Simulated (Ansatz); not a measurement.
Species: sum formula SnOH, charge 0, multiplicity 2. It need not be the lowest isomer of its formula. 
Geometry from a B3LYP-D3(BJ)/def2-TZVP (Ansatz, a quantum-chemistry and plane-wave program) optimisation:
```
O
H 1 0.9636
Sn 1 2.0009 2 115.67
```
Charge 0, spin multiplicity 2.

Basis-set convergence of Hartree-Fock and CCSD correlation energies (hartree) with Ansatz. Valence correlation only, unless marked. Open shells are spin-unrestricted. Spin-orbit coupling is left out. Frozen are the shells of the preceding noble gas and the d and f shells that filled before the atom's block. In def2 rows, elements after Kr have scalar-relativistic effective core potentials.

```
basis        functions       E(HF)  E(corr, CCSD)
-----------  ---------  ----------  -------------
def2-SVPD           63  -288.74702       -0.27275
def2-TZVPPD        113  -288.84416       -0.32438
def2-QZVPPD        187  -288.84876       -0.34440
```

Extrapolating the two largest sets (X = 3 and 4) as X^-3: E(corr) = (64·(-0.34440) - 27·(-0.32438))/37 = -0.3590 Eh, an estimate of the basis-set limit. The largest set recovers 95.9 % of it, the smallest 76.0 %.
